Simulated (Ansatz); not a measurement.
Molecule: C₂H₆GeI₂, charge 0, multiplicity 1. 
Coordinates optimised at B3LYP-D3(BJ)/def2-TZVP (Ansatz, a quantum-chemistry and plane-wave program):
SMILES: [CH3][Ge]([CH3])([I])[I]
```xyz
11

C      1.8667    -1.6817    -0.3506
Ge     0.1036    -0.8572    -0.1583
C     -1.4120    -2.0793    -0.3438
I     -0.1204     0.9596    -1.9316
I     -0.0220     0.2180     2.1490
H      2.6379    -0.9243    -0.2316
H      1.9872    -2.4485     0.4143
H      1.9449    -2.1295    -1.3411
H     -2.3414    -1.5281    -0.2212
H     -1.3850    -2.5333    -1.3342
H     -1.3427    -2.8523     0.4212
```
Charge 0, spin multiplicity 1.

Wanted: atomisation energy (electronic, to ground-state atoms), in kcal/mol. Cores are frozen in the correlated levels unless marked. Open shells are spin-unrestricted. Spin-orbit coupling is left out. The frozen core is the preceding noble-gas configuration, with the filled d and f shells of earlier blocks. Past Kr the def2 sets carry scalar-relativistic core potentials. The coupled-cluster limit lacks core correlation, which all-electron functionals hold. CBS marks a two-point X^-3 extrapolation of the correlation energy; Hartree-Fock from the larger set. [CCSD(T)-MP2]/basis is that difference in the basis named.

```csv
level,program,atomisation energy (kcal/mol)
HF/def2-QZVPP,Ansatz,653.2
HF/def2-QZVPPD,Ansatz,653.2
SVWN5/def2-TZVPD,Ansatz,993.6
revPBE-D3(BJ)/def2-TZVPD,Ansatz + dftd3,868.1
B3LYP-D3(BJ)/def2-TZVPD,Ansatz + dftd3,874.9
B3LYP/def2-TZVPD,Ansatz,859.5
PBE0-D3(BJ)/def2-TZVP,Ansatz + dftd3,881.6
BHLYP-D4/def2-TZVPD,Ansatz + dftd4,857.7
RI-MP2/def2-QZVPP,Ansatz,877.2
CCSD/def2-SVP,Ansatz,816.9
CCSD/def2-TZVPP,Ansatz,842.5
"RI-MP2/CBS(def2-TZVPP,def2-QZVPP)+[CCSD(T)-MP2]/def2-TZVPP",Ansatz,877.7
"RI-MP2/CBS(def2-TZVPPD,def2-QZVPPD)+[CCSD(T)-MP2]/def2-TZVPPD",Ansatz,877.2
"CCSD(T)/CBS(def2-TZVPP,def2-QZVPP)",Ansatz,877.3
"CCSD(T)/CBS(def2-TZVPPD,def2-QZVPPD)",Ansatz,876.4
```
